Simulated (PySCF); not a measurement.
**C²⁺: excitation energy**

C²⁺ [He] 2s2 (1S) → C²⁺ [He] 2s1 2p1 (3P), as a difference of total energies. All numbers are calculated (PySCF 2.14, the non-relativistic Hamiltonian (point nucleus), in dyall-av2z). Correlated levels: valence: 1s2 frozen; virtual orbitals above 40 to 60 times the deepest correlated orbital energy dropped. The calculations carry no spin-orbit coupling.

```
           method  excitation energy (eV)
              UHF                   4.655
    MP2 (valence)                   5.742
SCS-MP2 (valence)                   6.029
   CCSD (valence)                   6.556
```

Question: How much does correlation contribute at MP2 (valence)?

Answer: 5.742 − (4.655) = 1.087 eV, measured against UHF.

A first-order spin-orbit estimate (lowest level to lowest level, LS coupling) adds -0.007 eV.

With two correlated electrons CCSD is exact in that space.

The coupled-cluster amplitudes are large for the lower state (T1 above 0.03 or a double amplitude above 0.15), so a single reference is strained.
